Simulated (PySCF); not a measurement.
Two species compared at the same levels of theory.

First species: C₇H₇FO.
SMILES: `C#C/C=C(/F)[C@@H](C)C=O`

Second species: C5H8ClN.
Structure used (GFN2-xTB), in Å, numbered top down from 1:
```
atom  x, y, z in Å
C1    -1.4909   -0.3617   -0.7075
C2    -0.0718    0.1269   -0.4342
C3    -0.0671    1.3647    0.4586
Cl4   -0.7993    1.0332    2.0537
C5     0.7696   -0.9973    0.1945
C6     2.1506   -0.6083    0.3101
N7     3.2420   -0.2766    0.3848
H8    -1.9703   -0.6682    0.2190
H9    -2.0833    0.4327   -1.1552
H10   -1.4785   -1.2070   -1.3914
H11    0.3940    0.4244   -1.3820
H12    0.9514    1.7054    0.6482
H13   -0.6491    2.1696    0.0101
H14    0.7142   -1.8986   -0.4215
H15    0.3840   -1.2312    1.1908
```

Levels: PBE0/def2-SVPD for dipole moment, HOMO energy, LUMO energy, HOMO–LUMO gap, static isotropic polarisability and electronic spatial extent ⟨r²⟩ about the centre of nuclear charge; TDDFT PBE0/def2-SVPD for lowest singlet excitation; TDA PBE0/def2-SVPD for lowest triplet excitation (Tamm–Dancoff); GFN2-xTB for rotational constant A and rotational constant C. Geometries: GFN2-xTB. Each species is one conformer at its optimised geometry, gas phase, non-relativistic unless stated; the electronic structure was computed with PySCF and density fitting.

Dipoles, sizes and rotational constants follow the conformer. The torsions of the flexible species, by atom-mapped SMILES:
- `[CH:1]#[C:2]/[CH:3]=[C:4](/[F:5])[C@@H:6]([CH3:7])[CH:8]=[O:9]`: C3–C4–C6–C7 -82°, C4–C6–C8–O9 -141°
- `[CH3:1][C@@H:2]([CH2:3][Cl:4])[CH2:5][C:6]#[N:7]`: C1–C2–C3–Cl4 61°, C1–C2–C5–C6 173°

```tsv
property	column X	column Y
dipole moment	1.19 D	3.98 D
HOMO energy	-7.22 eV	-8.75 eV
LUMO energy	-1.17 eV	0.28 eV
HOMO–LUMO gap	6.05 eV	9.03 eV
lowest singlet excitation	4.31 eV	7.42 eV
lowest triplet excitation (Tamm–Dancoff)	3.42 eV	6.47 eV
static isotropic polarisability	84.5 au	75.9 au
electronic spatial extent ⟨r²⟩ about the centre of nuclear charge	1154 bohr²	1040 bohr²
rotational constant A	1.913 GHz	2.890 GHz
rotational constant C	1.040 GHz	1.145 GHz
```

Task: Which column belongs to which species?

Result: Column X is the first species and column Y the second. The first has 16 atoms and 66 electrons, the second 15 and 62.

Task: How does each property change from the first species to the second?

Result: dipole moment +2.79 D; HOMO energy -1.53 eV; LUMO energy +1.45 eV; HOMO–LUMO gap +2.98 eV; lowest singlet excitation +3.11 eV; lowest triplet excitation (Tamm–Dancoff) +3.05 eV; static isotropic polarisability -8.6 au; electronic spatial extent ⟨r²⟩ about the centre of nuclear charge -114 bohr²; rotational constant A +0.977 GHz; rotational constant C +0.105 GHz.

On the first: In wavenumbers S1 is 34700 cm⁻¹ (1 eV = 8065.54 cm⁻¹). In atomic units the dipole is 0.47 e·bohr (1 au = 2.5417 D).

On the second: In wavenumbers S1 is 59800 cm⁻¹ (1 eV = 8065.54 cm⁻¹). S1 lies 1.61 eV below the HOMO–LUMO gap.
